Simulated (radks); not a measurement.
Values are calculated unless marked as measured or tabulated.
Valence configurations of Sm I (all share [Xe]). Level of theory: Dirac Kohn-Sham, PBE, spin-unpolarised, spherical densities, finite nucleus; open shells fill j = l - 1/2 first; Fermi nuclear charge, rms radius 5.0819 fm (a radial shooting solver on a logarithmic mesh with Libxc functionals). Energies are relative to 4f6 6s2; eigenvalues in eV.

valence              E (eV)  e(4f5/2)  e(5d3/2)  e(6p1/2)  e(6p3/2)  e(6s1/2)
4f6 6s2               0.000    -2.564         -         -         -    -3.577
4f5.5 6s2 6p0.5       1.471    -6.614         -    -1.848         -    -4.402
4f6 5d1 6s1           1.924    -1.479    -1.167         -         -    -3.189
4f5 5d1 6s2           2.902    -8.038    -2.839         -         -    -3.971
4f5 5d0.5 6s2 6p0.5   3.724    -9.557    -3.852    -1.911         -    -4.590
4f4 6s2 6p2          18.170   -21.231         -    -3.206         -    -6.685
4f4 6s1.5 6p2.5      20.130   -21.827         -    -3.448    -3.028    -6.980
4f3 5d2.5 6s1 6p1.5  29.140   -24.246    -7.039    -2.507         -    -5.681
4f3 5d2 6s1.5 6p1.5  29.924   -25.506    -7.802    -2.697         -    -6.022
4f3 6s1.5 6p3.5      44.126   -33.199         -    -4.382    -3.833    -8.501

NIST lists [Xe] 4f6 6s2 as the ground configuration; this level of theory agrees among the configurations tried. The energies are those of spherical spin-averaged densities, not of single terms.
